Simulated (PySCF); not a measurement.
AlH₆N₃. Atoms are numbered in the order given.

```xyz
10

Al     0.0000     0.0000     0.0000
N     -1.7800     0.0000     0.0000
H     -2.3657    -0.8283     0.0000
H     -2.3657     0.8283     0.0000
N      0.8900     1.5415     0.0000
H      1.9002     1.6346     0.0000
H      0.4655     2.4629     0.0000
N      0.8900    -1.5415     0.0000
H      1.9002    -1.6346     0.0000
H      0.4655    -2.4629     0.0000
```

Geometry: B3LYP-D3(BJ)/def2-SVP. A frequency run showed that this geometry is not a minimum. One conformer was computed; it need not be the lowest.

The numbers are results of CAM-B3LYP/def2-TZVP in PySCF, not measurements.

ESP charges are fitted to the potential on shells at 1.4 to 2.0 van der Waals radii. Atomic charges (e):

```csv
atom,ESP fit,Löwdin
Al1,?,-0.13
N2,?,-0.28
H3,?,0.16
H4,?,0.16
N5,?,-0.28
H6,?,0.16
H7,?,0.16
N8,?,-0.28
H9,?,0.16
H10,?,0.16
```

**Question.** What belongs in the gaps? (Estimate from the structure and the level; the computed values follow.)

**Answer.** 
- Al1, ESP fit: 1.76
- N2, ESP fit: -1.58
- H3, ESP fit: 0.50
- H4, ESP fit: 0.50
- N5, ESP fit: -1.57
- H6, ESP fit: 0.49
- H7, ESP fit: 0.49
- N8, ESP fit: -1.57
- H9, ESP fit: 0.49
- H10, ESP fit: 0.49
